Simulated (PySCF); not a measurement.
This script is equivalent to a calculation on Kr (krypton, neutral).

```python
from pyscf import gto, scf, dft, mp, cc
import basis_set_exchange as bse
mol = gto.M(atom="Kr 0 0 0", charge=0, spin=0, symmetry="D2h",
            basis=gto.basis.parse(bse.get_basis("jorge-DZP-DKH", elements=["Kr"], fmt="nwchem", header=False)),
            nucmod="G")
mf = dft.UKS(mol, xc="PBE").sfx2c1e()
mf.irrep_nelec = {'Ag': (6, 6), 'B1g': (1, 1), 'B2g': (1, 1), 'B3g': (1, 1), 'B1u': (3, 3), 'B2u': (3, 3), 'B3u': (3, 3)}
mf.kernel()
```

(1) What total energy does it give?

(2) Which occupied shell lies highest, and where?

Results:

(1) -2789.496 hartree (calculated).

(2) 4p, at -8.960 eV.
